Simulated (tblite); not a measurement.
C6H14Ge.
Numbering: `[CH3:1][CH2:2][C@H:3]1[CH2:4][CH2:5][CH2:6][GeH2:7]1` (hydrogens: H8, H9, H10 on C1; H11, H12 on C2; H13 on C3; H14, H15 on C4; H16, H17 on C5; H18, H19 on C6; H20, H21 on Ge7)

Structure used (GFN2-xTB), in Å, numbered top down from 1:
```xyz
21
C6H14Ge angstrom
C     -2.7482    0.5108    0.1702
C     -1.7029   -0.4696   -0.3402
C     -0.3718   -0.2822    0.3735
C      0.6890   -1.2952   -0.0645
C      2.0570   -0.8277    0.4272
C      2.3214    0.5809   -0.1070
Ge     0.5507    1.4604    0.0529
H     -2.9272    0.3572    1.2324
H     -2.3963    1.5336    0.0269
H     -3.6896    0.3897   -0.3606
H     -2.0576   -1.4946   -0.1928
H     -1.5604   -0.3216   -1.4143
H     -0.5338   -0.3987    1.4505
H      0.4600   -2.2924    0.3185
H      0.7036   -1.3523   -1.1567
H      2.8394   -1.5224    0.1139
H      2.0481   -0.8050    1.5201
H      2.6215    0.5306   -1.1545
H      3.1253    1.0682    0.4412
H      0.4422    2.4657    1.1722
H      0.1208    2.1816   -1.2000
```

Computed values, GFN2-xTB/tblite, gas phase, harmonic and unscaled. Errors from tens to a few hundred cm⁻¹ against measured bands are possible. Modes of hydrogen on germanium can be 10 to 20 % off. One conformer, not necessarily the lowest.

Harmonic wavenumbers (cm⁻¹): 82.0, 101.6, 163.6, 209.5, 253.7, 281.4, 323.9, 421.9, 432.0, 482.0, 516.5, 576.2, 600.7, 626.2, 772.6, 831.2, 839.1, 885.2, 923.1, 963.4, 972.1, 1023.2, 1048.2, 1071.9, 1096.8, 1109.4, 1127.4, 1166.0, 1206.5, 1231.9, 1250.9, 1275.1, 1281.5, 1328.0, 1336.9, 1348.9, 1411.1, 1461.9, 1490.9, 1493.1, 1496.3, 1500.2, 1500.8, 1911.3, 1985.4, 2908.0, 2937.8, 2945.7, 2953.7, 2956.9, 2965.4, 2968.4, 2974.1, 2988.1, 2996.5, 3027.4, 3034.0.

A = 2583, B = 1467, C = 1007 MHz; mass 160.031 u (most abundant isotopes); point group C1, symmetry number 1.

What is the zero-point energy?

½Σν̃ = 39534 cm⁻¹ = 472.93 kJ/mol.

What is S at 298.15 K and 1 bar for an ideal gas of classical rigid rotors and harmonic oscillators?

Translation 172.15, rotation 120.59, vibration 94.65: S = 387.4 J/(mol K).

And Cp and H(298.15 K) − H(0)?

Cp = 153.46 J/(mol K), of which vibrations give 120.20 (their classical limit is 57 R = 473.9); H(298.15 K) − H(0) = 26.23 kJ/mol without the zero-point energy, 16.32 from vibrations.

How do the functions run with temperature in this model?

```tsv
T (K)	S (J/(mol K))	Cp (J/(mol K))	H − H(0) (kJ/mol)	G − H(0) (kJ/mol)	ln q(vib)
150	307.9	87.4	8.53	-37.65	1.73
250	362.4	130.8	19.39	-71.22	3.76
400	439.2	201.0	44.31	-131.37	7.12
600	536.0	277.5	92.58	-229.03	11.90
900	664.0	352.9	188.07	-409.57	19.11
```

q(vib) and H(0) count from the zero-point level.

What must be added to the electronic energy to get the Gibbs energy at 298.15 K and 1 bar?

ZPE + [H(298.15 K) − H(0)] − T·S = 472.93 + 26.23 − 115.50 = 383.66 kJ/mol.

Blend soft modes into free rotors: weight 1/[1 + (100 cm⁻¹/ν̃)⁴] for the oscillator and the rest for a rotor with moment μB/(μ + B), μ = h/(8π²ν), B = 10⁻⁴⁴ kg m². What vibrational entropy results?

91.22 J/(mol K) in place of 94.65, which changes −T·S at 298.15 K by +1.02 kJ/mol.

Hindered rotation and anharmonicity are outside this model. Other conformers, if any are populated, would add a mixing term that is left out. The structure is chiral; the term R ln 2 for an equal mix with its mirror image is left out.

Hardware: Arm Neoverse N1, one thread (shared host). Cost: 1.3 s of wall time. The figure is for the frequency step alone.
